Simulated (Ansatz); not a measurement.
## Ligand exchange: BH2Cl + GeH2(CH3)I → BH2I + GeH2(CH3)Cl

Gas-phase species: BH2Cl `BCl`, singlet; GeH2(CH3)I, singlet; BH2I `BI`, singlet; GeH2(CH3)Cl, singlet. The partners trade Cl for I: B–Cl and Ge–I bonds give way to B–I and Ge–Cl.

Shapes, held fixed at every level: PBE0-D4/def2-TZVP. Programs: Ansatz 0.2.0. The zero-point and thermal change to 298 K, harmonic and unscaled (PBE0-D4/def2-TZVP), is -1.2 kJ/mol.

**Question.** Estimate ΔH(298 K) of this reaction.

**Answer.** The highest level, CCSD(T)/def2-TZVPP, gives ΔH(298 K) = +29.3 kJ/mol; the levels span +29.3 to +45.4. The column of differences is taken from that level and isn't an error. No measured value is set beside it here. For atoms past krypton def2 sets carry core potentials with scalar relativity. Relativity is left out for Ge. Outer-core shells of Ge, I are correlated, in sets that cover them unevenly.

| level | kind | ΔH(298 K) (kJ/mol) | less CCSD(T)/def2-TZVPP |
| --- | --- | --- | --- |
| PBE-D4/def2-TZVPP | GGA | +33.3 | +4.0 |
| B3LYP-D4/def2-TZVPP | global hybrid | +34.6 | +5.3 |
| r2SCAN0-D4/def2-TZVPP | global hybrid | +34.3 | +5.0 |
| B2PLYP/def2-TZVPP | double hybrid | +32.5 | +3.2 |
| MP2/def2-SVP | perturbation theory | +45.4 | +16.1 |
| MP2/def2-TZVPP | perturbation theory | +31.5 | +2.2 |
| CCSD/def2-SVP | coupled cluster or CI | +42.9 | +13.6 |
| CCSD(T)/def2-TZVPP | coupled cluster or CI | +29.3 | 0.0 |
